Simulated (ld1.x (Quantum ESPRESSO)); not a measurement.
## iridium, TM: configuration errors across variants

```
Element                 : Ir (Z = 77)
Generator               : ld1.x (Quantum ESPRESSO) 7.5
Type                    : norm-conserving Troullier–Martins (Kleinman–Bylander form)
Functional              : PBE
Relativity              : scalar-relativistic
Frozen core             : [Xe] 4f14
Valence charge          : 9
Reference configuration : 5d7 6s2 6p0
Partial waves           : 6p (bound, empty): rc 3.45 bohr; 5d (bound): rc 1.55 bohr; 6s (bound): rc 1.95 bohr
Local potential         : the s channel
Core correction         : Bessel-smoothed model core inside 0.90 bohr
```

All-electron excitation energies from the reference (eV): (1) 5d7 6s1 6p0 9.879; (2) 5d7 6s0 6p0 27.348; (3) 5d6 6s0 6p0 57.889; (4) 5d7 6s1.5 6p0 4.035; (5) 5d6 6s2 6p0 12.190; (6) 5d7 6s1 6p1 5.315; (7) 5d6 6s2 6p1 7.160.

4 further variants failed, have other tests or another functional or relativity, and are left out.

Errors AE − PS in meV (a dash: test not solved or not reliable):

```csv
change,(1),(2),(3),(4),(5),(6),(7),bound ghosts
base,-9.6,-44,-162,-2.8,-43,-2.3,-75,none
core correction Bessel-smoothed model core inside 1.74 bohr,-9.3,-44,-162,-2.7,-43,-2.2,-75,none
wave 6p (bound): rc 3.45 bohr becomes 6p (bound): rc 3.26 bohr,-9.6,-44,-162,-2.8,-43,-3.0,-78,none
wave 5d (bound): rc 1.55 bohr becomes 5d (bound): rc 1.62 bohr,-9.6,-45,-162,-2.8,-43,-2.3,-75,none
wave 6s (bound): rc 1.95 bohr becomes 6s (bound): rc 2.34 bohr,-13,-62,-165,-3.7,-70,-4.2,-96,none
```

Question: Give the same row for: all radii but the core radius scaled by about 1.10 (s 2.14, p 3.78, d 1.70 bohr).

Answer: -13, -58, -165, -3.5, -64, -1.5, -82; bound ghosts: none.
